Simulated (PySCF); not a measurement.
B3LYP has the VWN-RPA correlation part, as in Gaussian. Excitations are Tamm–Dancoff values on a coarser integration grid. The basis has no diffuse functions, so Rydberg states are missing or too high.

**H$_{2}$FIn, SMILES `[F][InH2]` (charge 0, multiplicity 1)**

Level of theory: B3LYP-D3(BJ)/def2-TZVP (PySCF).

```yaml
HOMO: -8.56 eV
dipole_moment: 3.16 D
LUMO: -2.16 eV
HOMO–LUMO gap: 6.40 eV
S1 excitation (TDA): 5.28 eV
S1 oscillator strength: 0.000
T1 excitation (TDA): 4.98 eV
S1–T1 gap (TDA): 0.30 eV
total_energy: -291.3060 Ha
cost: about 22 core-seconds (a rough figure)
```

```xyz
4

F      1.7172    -0.4469    -0.0042
In    -0.1954     0.0509     0.0005
H     -0.3570     1.7500    -0.0015
H     -1.1648    -1.3540     0.0052
```
